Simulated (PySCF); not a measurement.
Identify the unknown among the candidates.

All candidates are FH9OSi4.

* UV, first state: lowest singlet excitation: 5.95 eV (208 nm, f = 0.053) [TDDFT wB97X-D/def2-SVPD]
* Triplet: lowest triplet excitation (Tamm–Dancoff): 5.27 eV [TDA wB97X-D/def2-SVPD]
* Rotational structure: rotational constants A, B, C: 1.492, 1.013, 0.711 GHz [GFN2-xTB]
* UV, strongest line: among the 8 lowest singlet transitions: S8 at 8.00 eV (155 nm, f = 0.307) [TDDFT wB97X-D/def2-SVPD]
* Dipole: 1.27 D [wB97X-D/def2-SVPD]
* Polarisability: 112.6 au [wB97X-D/def2-SVPD]
* 1H NMR: chemical shifts (computed TMS as zero) by class: 6.32 (1 H), 4.81 (2 H), 3.63 (6 H) ppm [GIAO PBE0/pcSseg-1]
* NMR, other nuclei: isotropic shieldings of nuclei other than C and H, by class: 293 (1 O), 335 (1 F), 357 (1 Si), 380 (1 Si), 465 (2 Si) ppm [GIAO PBE0/pcSseg-1]

Electronic properties: PySCF, gas phase, density fitting. Levels stand in brackets. Geometry: GFN2-xTB, one conformer, isolated molecule. Each NMR value is the plain mean over a class of atoms that symmetry, rotation or inversion makes alike.

Task: Which candidate is it?
A. `F[SiH2][SiH2][SiH2]O[SiH3]`
B. `F[SiH2]O[SiH]([SiH3])[SiH3]`
C. `F[Si@@H](O[SiH3])[SiH2][SiH3]`

Result: B. It is `F[SiH2]O[SiH]([SiH3])[SiH3]`. Numbering: `[F:1][SiH2:2][O:3][SiH:4]([SiH3:5])[SiH3:6]`. Its formula, FH9OSi4, gives 0 degrees of unsaturation, so no ring and no π bond. Hydrogen classes from least to most shielded: 1 H on an oxygen-bound silicon, Si4 (6.32 ppm), 2 H on a fluorine-bound silicon, Si2 (4.81 ppm), 6 H on 2 SiH3 silicons, Si5/Si6 (3.63 ppm, a mean of values up to 0.6 ppm apart in this geometry). The other shieldings belong to: 293 ppm, siloxane oxygen [O3]; 335 ppm, silicon-bound fluorine [F1]; 357 ppm, oxygen-bound silicon [Si4]; 380 ppm, fluorine-bound silicon [Si2]; 465 ppm, SiH3 silicon [Si5/Si6]. The optimised geometry has point group C1 and is an asymmetric top.

The others, at the same levels:
- `F[SiH2][SiH2][SiH2]O[SiH3]` fails: its computed 1H shifts are 5.79 (2 H), 5.73 (2 H), 5.08 (3 H), 3.47 (2 H) ppm, strongest line among the 8 lowest singlet transitions is S2 at 6.30 eV (197 nm, f = 0.098) (against S8 at 8.00 eV) and rotational constant A is 3.639 GHz (against 1.492 GHz).
- `F[Si@@H](O[SiH3])[SiH2][SiH3]` fails: its computed 1H shifts are 5.72 (1 H), 5.23 (3 H), 3.70 (3 H), 3.19 (1 H), 3.18 (1 H) ppm, lowest singlet excitation is 6.49 eV (191 nm, f = 0.196) (against 5.95 eV) and lowest triplet excitation (Tamm–Dancoff) is 5.59 eV (against 5.27 eV).

Each candidate is one conformer, not necessarily the lowest. Dipoles, sizes and rotational constants follow the conformer. The torsions of the flexible species, by atom-mapped SMILES:
- `[F:1][SiH2:2][O:3][SiH:4]([SiH3:5])[SiH3:6]`: F1–Si2–O3–Si4 -39°, Si2–O3–Si4–Si5 -64°
- `[F:1][SiH2:2][SiH2:3][SiH2:4][O:5][SiH3:6]`: F1–Si2–Si3–Si4 2°, Si2–Si3–Si4–O5 148°
- `[F:1][Si@@H:2]([O:3][SiH3:4])[SiH2:5][SiH3:6]`: F1–Si2–O3–Si4 -4°, F1–Si2–Si5–Si6 -61°
